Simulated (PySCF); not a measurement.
Ge(H)(Me), CH4Ge, SMILES [CH3][GeH], PBE0/def2-SVP optimised geometry.

```
6

Ge    -1.16    -0.29     0.00
H     -1.25     1.31     0.00
C      0.83    -0.29     0.00
H      1.25    -1.31    -0.01
H      1.19     0.25     0.89
H      1.20     0.26    -0.88
```

Density from PBE0/def2-TZVP in PySCF 2.14.0 at that geometry.

Minimum of the electron density along straight lines between bonded atoms, close to the bond critical point (lines longer than 1.1 times the sum of covalent radii, or with two minima, are not listed):

| bond | length / Å | ρ at the minimum / e bohr⁻³ | ∇²ρ there / e bohr⁻⁵ | position (fraction from the first atom) |
|---|---|---|---|---|
| Ge1–H2 | 1.603 | 0.119 | 0.04 | 0.58 |
| Ge1–C3 | 1.991 | 0.120 | 0.09 | 0.47 |
| C3–H4 | 1.099 | 0.270 | -0.89 | 0.64 |
| C3–H5 | 1.105 | 0.262 | -0.85 | 0.64 |
| C3–H6 | 1.104 | 0.262 | -0.85 | 0.64 |
